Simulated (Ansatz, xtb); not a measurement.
# Relaxing a trial structure of B2FNO

The starting geometry of this gas-phase singlet was built from a drawn formula by distance geometry and a force field; its bonds are those of `FB1N=BO1`.

```yaml
atoms:
  - { symbol: B, position_ang: [-1.1108, -0.5947, -0.5190] }
  - { symbol: B, position_ang: [-1.5132, -2.5686, -0.1828] }
  - { symbol: F, position_ang: [-0.9087, 0.8451, -0.7892] }
  - { symbol: N, position_ang: [-2.2115, -1.5939, -0.7777] }
  - { symbol: O, position_ang: [-0.3676, -1.6435, 0.1343] }
```

Predict what becomes of its bonds when it is optimised with r2SCAN-D4/def2-SVP.

A bond breaks, giving a structure given below by its coordinates. Distances that change by over a tenth: B1–F3 (1.48 → 1.28 Å), B1–N4 (1.51 → 1.26 Å), B2–O5 (1.51 → 1.22 Å). Contacts that open: B1–O5 (1.44 → 3.84 Å).

The energy falls by 5.22 eV over 21 steps:

```csv
step,E − E(last) (eV)
1,5.223
3,2.623
5,2.407
8,2.065
10,1.391
12,0.811
14,0.416
17,0.061
19,0.000
21,0.000
```

Final geometry (Å):

```xyz
5

B    -1.5457    0.0457   -0.8959
B    -0.8871   -2.3099    0.0580
F    -1.8674    1.1956   -1.3595
N    -1.2289   -1.0857   -0.4397
O    -0.5829   -3.4013    0.5027
```

From the same start GFN2-xTB reaches the same bonding as this run.

No frequencies were run, so the end isn't proven a minimum. Run with Ansatz 0.2.0, 26 s on 1 thread of Intel(R) Xeon(R) 6975P-C (Granite Rapids), on a shared host.
